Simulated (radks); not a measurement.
Values are calculated unless marked as measured or tabulated.
Task: Numerical settings for the lead ion Pb+, [Hg] 6p1. Code: a radial shooting solver on a logarithmic mesh with Libxc functionals. Model: non-relativistic Kohn-Sham, r2SCAN, spin-polarised, spherical densities, point nucleus; open shells are filled with parallel spins first (spin-orbit coupling, left out, can overturn this in heavy ions); meta-GGA in the generalised Kohn-Sham scheme; relativity is left out, which matters for an element this heavy. The defaults (mesh step 0.008 in ln r, mesh end at 40 bohr or more with all orbitals vanishing there, Anderson mixing 0.5 over 9 steps, residual threshold near 1e-9 with the energy settled to 1e-9 hartree or 1e-11 of itself, here a cap of 93 iterations) give E = -19528.108 hartree and 6p at -10.371 eV in 12 iterations. Run on one thread of a shared host, so times are rough (Intel(R) Xeon(R) Platinum 8488C): 0.37 s of CPU time, 0.37 s wall, 12 iterations on 2648 mesh points. One setting is changed at a time: mesh step in ln r 0.08; mesh step in ln r 0.05; mesh step in ln r 0.012; mesh end (bohr) 20; mesh end (bohr) 400; residual threshold 1e-05; residual threshold 1e-16; mixing 0.01; linear mixing, mixing 0.8; linear mixing, mixing 0.2; mixing history 20; iteration cap 5. Which runs fail to converge, and which converge to a wrong energy?

Result: Not converged within the cap: mesh step in ln r 0.08; residual threshold 1e-16; iteration cap 5. Settings that end as converged yet miss the energy by more than 1 mhartree: mesh step in ln r 0.05 (+0.00276 hartree).
